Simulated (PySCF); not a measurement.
# Radial density of Ti (titanium, neutral)

UHF, [Ar] 3d4, high-spin 5D determinant (an excited configuration). All numbers are calculated (PySCF 2.14, the spin-free X2C one-electron Hamiltonian (Gaussian nucleus), in ANO-RCC-VTZP (6s5p3d2f1g, 59 functions)).

```csv
r (bohr),4πr²ρ (e/bohr),4πr²(ρα − ρβ)
0.00124,0.1783,0.0000
0.00209,0.4558,-0.0001
0.00351,1.141,-0.0002
0.00591,2.755,-0.0004
0.00994,6.249,-0.0008
0.0167,12.69,-0.0017
0.0281,21.29,-0.0030
0.0473,26.16,-0.0047
0.0795,21.77,-0.0098
0.134,20.69,-0.0189
0.225,28.04,0.0417
0.379,15.82,0.3948
0.637,8.279,1.1383
1.07,9.527,1.7295
1.80,2.949,1.3871
3.03,0.6714,0.6307
5.10,0.1053,0.1052
8.57,0.002246,0.0022
```

Densities and radii are taken from the X2C orbitals without a picture-change correction, which distorts them close to the nucleus.

Q: Where is the radial spin density 4πr²(ρα − ρβ) most negative, and why is it negative at all?

A: Around r = 0.134 bohr, down to -0.0189 e/bohr: exchange with the open shell polarises the paired shells in an unrestricted calculation.
